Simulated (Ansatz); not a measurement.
C₃H₉In (SMILES [CH3][In]([CH3])[CH3]), singlet, geometry from GFN2-xTB (such geometries of metal compounds can be far from the true shape) (all electrons, no relativity); HF/STO-3G (Ansatz, a program for electronic structure).

Ansatz was given this input:
Ansatz 0.2 input:
```yaml
crystal:
  periodic: [false, false, false]
  atoms:
    - {symbol: In, position_ang: [-0.00027071, 0.00058834, -0.00069908]}
    - {symbol: C, position_ang: [-1.54741402, -1.60362658, -0.25516667]}
    - {symbol: H, position_ang: [-1.47645898, -2.03150186, -1.25510468]}
    - {symbol: H, position_ang: [-2.54532539, -1.18425536, -0.13021367]}
    - {symbol: H, position_ang: [-1.39904443, -2.39480853, 0.47847392]}
    - {symbol: C, position_ang: [-0.16211960, 1.91699700, -1.15548571]}
    - {symbol: H, position_ang: [0.80256149, 2.17280153, -1.59247574]}
    - {symbol: H, position_ang: [-0.46352417, 2.72452625, -0.48838330]}
    - {symbol: H, position_ang: [-0.90066120, 1.82322629, -1.95032013]}
    - {symbol: C, position_ang: [1.71103614, -0.31596421, 1.41393740]}
    - {symbol: H, position_ang: [2.33646867, 0.57422770, 1.46297261]}
    - {symbol: H, position_ang: [2.31750483, -1.15712290, 1.07865522]}
    - {symbol: H, position_ang: [1.33272866, -0.54035921, 2.41094086]}
basis:
  gaussian:
    orbitals: STO-3G
hamiltonian:
  xc: hf
accuracy: high
```

Task: Write the output that Ansatz gives for this input, abridged.

Result: 
```
Functional definition: HF
1032 factors; integrals over basis functions are off by at most 4.0e-9 eV
mean field evaluation 1: about -157834.4856 eV, gradient 1.3e1 eV
mean field evaluation 2: about -157834.6250 eV, gradient 1.3e1 eV
mean field evaluation 4: about -157835.5213 eV, gradient 5.5e-1 eV
mean field evaluation 8: about -157835.5216 eV, gradient 2.5e-6 eV
mean field -157835.52156346 eV, -5800.3484326983 hartree, gradient 7.9e-9 eV, S^2 0.000000; 0 other end points of the search recorded, 0 dependent functions left out
reference -157835.52156346 eV, -5800.3484326983 hartree; 38, 38 occupied and 13, 13 virtual orbitals, 1032 factors
Total energy: -157835.52156346 eV, -5800.3484326983 hartree
```
